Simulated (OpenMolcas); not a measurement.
**Kr⁵⁺: effect of the basis set**

```
Program             : OpenMolcas
Method              : SS-RASPT2, IPEA 0.25 Eh, imaginary shift 0.1 Eh (closed shells correlated: 3d)
Active space        : 3 electrons in 9 orbitals (RAS2 4s 4p; RAS3 4d, at most 2 electrons)
State averaging     : 2S+1 = 4 odd, 1 root; 2S+1 = 2 odd, 11 roots; 2S+1 = 4 even, 3 roots; 2S+1 = 2 even, 9 roots
Spin-orbit coupling : RASSI with atomic mean-field integrals over the reference wave functions, term energies averaged over their components
```

A. ANO-RCC-VTZP [6s5p3d1f], DKH2, point nucleus; CASPT2 step roughly 10 core-seconds
B. ANO-RCC-VQZP [7s6p4d2f1g], DKH2, point nucleus; CASPT2 step about 17 core-seconds
C. ANO-R2 [6s5p4d3f1g], X2C, finite nucleus; CASPT2 step about 15 core-seconds
D. ANO-RCC [9s8p6d4f2g], DKH2, point nucleus; CASPT2 step of the order of 30 core-seconds

Energies in cm-1 above 4s2 4p 2P* 1/2, the measured ground level; measured values from Saloman, J. Phys. Chem. Ref. Data 36, 215 (2007).

| Level | A | B | C | D | Measured |
| --- | --- | --- | --- | --- | --- |
| 4s2 4p 2P* 1/2 | 0.0 | 0.0 | 0.0 | 0.0 | 0.0 |
| 4s2 4p 2P* 3/2 | 7330 | 7180 | 7370 | 7260 | 8110 |
| 4s 4p2 4P 1/2 | 104470 | 105080 | 106580 | 105860 | 107836 |
| 4s 4p2 4P 3/2 | 107450 | 107980 | 109580 | 108800 | 111193 |
| 4s 4p2 4P 5/2 | 111410 | 111830 | 113520 | 112670 | 115479 |
| 4s 4p2 2D 3/2 | 140020 | 139990 | 140350 | 140370 | 141672 |
| 4s 4p2 2D 5/2 | 140710 | 140680 | 141100 | 141080 | 142727 |
| 4s 4p2 2S 1/2 | 171110 | 170350 | 169180 | 170100 | 170084 |
| 4s 4p2 2P 1/2 | 182900 | 181600 | 178550 | 180610 | 180339 |
| 4s 4p2 2P 3/2 | 186580 | 185170 | 181690 | 184050 | 183817 |

Deviations, from unrounded energies. A percentage is the sum of absolute deviations over the sum of measured energies, with the sign that they share, or ± where signs differ.

```json
{"Against measurement": "mean absolute deviation (cm-1)", "Levels": "9", "A": "2400", "B": "1900", "C": "1500", "D": "1300"}
{"Against measurement": "fine structure of the ground term (%)", "Levels": "1", "A": "-9.6", "B": "-11.4", "C": "-9.1", "D": "-10.5"}
{"Against measurement": "other configurations (%)", "Levels": "8", "A": "±1.8", "B": "±1.4", "C": "-1.1", "D": "±0.9"}
```

D lies closest to measurement on these levels and A furthest from it. The largest miss of D in the table is 4s 4p2 4P 5/2, by -2800 cm-1. The ranking rests on the paired levels alone, and a cruder setting can come out closer through cancelling errors.

Among A to D the level of the table that moves most is 4s 4p2 2P 3/2, by 4900 cm-1 (lowest in C, highest in A). Moves below CASPT2's spread within the term are not significant.

Active for correlation alone: 4d; no level in the range computed is led by a configuration that fills it, so any true level of that kind is missing. Computed and measured levels are paired by configuration, term and J; levels that our copy of the source lacks, or whose pairing is in doubt (as where it misses far off the trend of its configuration), stay unpaired and out of the deviations. Only configurations of the active space appear. Levels that lie high or do not pair safely by name in every column are left out.

* marks odd parity.
